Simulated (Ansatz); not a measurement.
Gas-phase electronic energies from Ansatz, PBE0-D4/def2-TZVP geometries. CCSD(T)/CBS adds triple-zeta CCSD(T) − MP2 to the extrapolated MP2 energy (def2 sets, frozen cores). Functionals use def2-TZVPP. Each species was taken in one conformer, which may not be the lowest.

Consider the formal exchange of groups at the Al–S bond: `C[S][Al]([CH3])[Cl]` + `CC(C)BS` → `[CH3][Al]([Cl])[BH]S` + `CSC(C)C`.

`C[S][Al]([CH3])[Cl]`:

Z-matrix (Å, degrees):
```
C
S 1 1.821
H 1 1.089 2 108.3
H 1 1.089 2 108.5 3 118.7
H 1 1.088 2 111.7 3 -120.6
Al 2 2.165 1 104.9 3 122.2
Cl 6 2.108 2 118.0 1 -0.2
C 6 1.934 2 121.6 1 179.9
H 8 1.094 6 110.7 2 120.7
H 8 1.094 6 110.7 2 -120.7
H 8 1.092 6 111.6 2 0.0
```

`CC(C)BS`:

```xyz
14

C     0.631   -0.512    1.310
C    -0.240   -0.028    0.148
C    -0.174    1.498    0.029
B     0.245   -0.669   -1.197
S    -0.754   -1.631   -2.306
H     1.679   -0.247    1.148
H     0.312   -0.051    2.249
H     0.578   -1.596    1.437
H    -1.280   -0.310    0.355
H     0.847    1.830   -0.179
H    -0.816    1.875   -0.770
H    -0.492    1.970    0.964
H     1.374   -0.521   -1.571
H    -1.910   -1.606   -1.617
```

`[CH3][Al]([Cl])[BH]S`:

Z-matrix (Å, degrees):
```
C
Al 1 1.948
H 1 1.096 2 110.4
H 1 1.092 2 111.7 3 119.1
H 1 1.094 2 112.3 3 -119.2
Cl 2 2.113 1 117.0 3 -98.4
B 2 2.118 1 123.5 3 79.5
S 7 1.765 2 120.6 1 -8.8
H 7 1.195 2 127.3 1 171.8
H 8 1.347 7 101.2 2 0.8
```

`CSC(C)C`:

```xyz
15

C     1.542    0.147    1.374
S     0.289   -1.134    1.242
C    -0.694   -0.579   -0.185
C    -1.401    0.741    0.068
C     0.102   -0.567   -1.478
H     2.171    0.199    0.485
H     1.107    1.126    1.581
H     2.169   -0.134    2.221
H    -1.447   -1.373   -0.245
H    -2.070    0.978   -0.765
H    -0.685    1.563    0.152
H    -1.989    0.705    0.986
H     0.581   -1.531   -1.655
H    -0.554   -0.343   -2.324
H     0.878    0.202   -1.457
```

CCSD(T)/CBS gives +163.7 kJ/mol.

Another level gave +155.7 kJ/mol. Which?
A. r2SCANh-D4/def2-TZVPP
B. revPBE-D4/def2-TZVPP
C. PBE0/def2-TZVPP
D. HF/def2-TZVPP

B. revPBE-D4 155.7, r2SCANh-D4 170.0, PBE0 163.9, HF/def2-TZVPP 176.0 kJ/mol.

Largest T1 diagnostic among the species: 0.013.

Leaving LDA and LC-ωPBE aside and taking each functional with its dispersion term where it has one, the values, not all of them listed here, spread over 16.4 kJ/mol, from revPBE-D4 to B97M-V. From PBE to PBE0 (25 % exact exchange), in def2-TZVPP and without D4, ΔE moves by +4.7 kJ/mol.
